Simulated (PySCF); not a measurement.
The numbers are results of B3LYP-D3(BJ)/def2-TZVP (PySCF), not measurements. Isolated molecules, 0 K electronic values unless said otherwise. One relaxed conformer stands for a flexible species; it need not be the lowest. B3LYP has the VWN-RPA correlation part, as in Gaussian. Excitations are Tamm–Dancoff values on a coarser integration grid. The basis has no diffuse functions, so Rydberg states are missing or too high.

Reference species (SMILES): `[OH][Ge]([SH])([SH])[SH]` (neutral, multiplicity 1).

The HOMO comes out as -7.26 eV and the S1 excitation (TDA) is 4.70 eV.

Changed species: `[SH][Ge]([SH])([SH])[SH]` (4 of 4 OH replaced by SH; the reference has 3 of 4 OH replaced by SH).

**Question.** What does the change do to the HOMO and S1 excitation (TDA)?

**Answer.** the HOMO increases by 0.04 eV, to -7.22 eV; the S1 excitation (TDA) falls by 0.35 eV, to 4.35 eV.
